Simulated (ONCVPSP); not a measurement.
## Potentials for tantalum compared

Generated with ld1.x 7.5 (TM, RRKJ, ultrasoft, PAW), atompaw 4.2 or ONCVPSP 4.0.1. The cutoff is in Ry: for ld1.x and atompaw files where the sum of valence levels is converged to 10 mRy in a Bessel basis, for ONCV files where the hardest occupied wave has 1 mHa per electron of residual kinetic energy. The error is the largest all-electron minus pseudo excitation energy over each file’s own four to seven test configurations (ionisations up to +4, promotions, holes and added fractions of an electron), all of which were solved. The labels leave out finer settings (local radius, basis sizes, second energies), which also bear on the numbers. Spin-polarised tests are not counted. The rows are a selection from randomly drawn settings: files with unsolved tests, undetermined cutoffs or missed reference levels are left out.

A true bound ghost makes a file unfit for plane-wave use even where its test errors are small: the radial tests pick states by their node count and pass the ghost by.

```tsv
potential	cutoff (Ry)	largest error (meV)	bound ghosts
ONCV, PBEsol, scalar-relativistic, rc 2.05/1.80/2.50 (spd), local smoothed, core correction yes, reference 5s2 5p6 5d3 6s2, qcut 4.8/5.5/4.9, projectors 3/2/3	23	-84	none
ONCV, PBE, scalar-relativistic, rc 1.45/2.10/2.60/0.60 (spdf), local smoothed, core correction yes, reference 4f14 5s2 5p6 5d2, qcut 7.9/6.5/5.2/25, projectors 2/1/1/2	591	+193	s, p, d, f
ONCV, PBE, scalar-relativistic, rc 1.95/1.60/2.60 (spd), local smoothed, core correction no, reference 5s2 5p6 5d3 6s2, qcut 7.7/6.7/6, projectors 2/1/2	35	+92	none
ONCV, LDA (Perdew-Wang 92), scalar-relativistic, rc 1.90/1.50/2.15 (spd), local smoothed, core correction no, reference 5s2 5p6 5d3 6s0.5, qcut 7.6/5.3/8.1, projectors 2/3/1	147	-356	none
```

Fill in the row for Ta: ONCV, LDA (Perdew-Zunger), non-relativistic, rc 2.30/2.20/2.35/2.45 (spdf), local smoothed, core correction yes, reference 5s2 5p6 5d3 6s1.75 6p0.25, qcut 4.5/7.5/7.6/5, projectors 3/3/2/2.

cutoff 27 Ry, largest error -24 meV, bound ghosts: none.

Fill in the row for Ta: ONCV, LDA (Perdew-Wang 92), scalar-relativistic, rc 2.85/2.85/2.90 (spd), local smoothed, core correction yes, reference 5d3 6s2, qcut 2.5/2.8/5.7, projectors 1/2/1.

cutoff 21 Ry, largest error +83 meV, bound ghosts: none.

Fill in the row for Ta: ONCV, PBE, scalar-relativistic, rc 1.40/2.20/2.25 (spd), local smoothed, core correction no, reference 5s2 5p6 5d3, qcut 7.2/4.8/6.6, projectors 3/1/2.

cutoff 47 Ry, largest error +36 meV, bound ghosts: s, p.
